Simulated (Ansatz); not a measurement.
```yaml
crystal:
  periodic: [false, false, false]
  atoms:
    - {symbol: Cl, position_ang: [-2.157156, -2.403221, 0.308389]}
    - {symbol: Al, position_ang: [-0.774181, -0.876683, 0.090213]}
    - {symbol: C, position_ang: [0.339110, 0.462273, 0.803817]}
    - {symbol: C, position_ang: [0.621783, 0.616512, -0.506895]}
    - {symbol: O, position_ang: [-0.031781, -0.225056, -1.374778]}
    - {symbol: H, position_ang: [0.759940, 1.035039, 1.612813]}
    - {symbol: H, position_ang: [1.303685, 1.323135, -0.979158]}
basis:
  gaussian: {orbitals: cc-pVDZ, final_grid: {core_spheres: 1, valence_spheres: 1, degree: 3}}
total_charge: -1
magnetization: {spin_polarized: true, initial_magnetization: 1}
hamiltonian: {xc: {name: r2SCAN}}
```

```sh
$ ansatz run in.yaml --threads 2 --pin off --events-out ev --progress --plain --max-ram 4352MiB
```

Output, abridged:

```
Functional definition: r2SCAN
1128 factors; their error is unknown
mean field evaluation 1: about -23262.6670 eV, gradient 3.6e1 eV
mean field evaluation 2: about -23198.9943 eV, gradient 8.9e1 eV
mean field evaluation 4: about -23270.1508 eV, gradient 1.1e1 eV
mean field evaluation 8: about -23270.7513 eV, gradient 2.2e-1 eV
mean field evaluation 64: about -23321.7955 eV, gradient 5.9e-2 eV
mean field evaluation 128: about -23321.7978 eV, gradient 4.2e-6 eV
mean field -23321.79878906 eV, -857.0602974151 hartree, gradient 6.2e-6 eV, S^2 2.329656; 11 other end points of the search recorded, 0 dependent functions left out
reference -23321.79883058 eV, -857.0602989410 hartree; 27, 26 occupied and 61, 62 virtual orbitals, 1128 factors
Total energy: -23321.79883058 eV, -857.0602989410 hartree
```

In this input the integration grid is far too coarse. The run converged. The result belongs to that input, not to the molecule as meant.
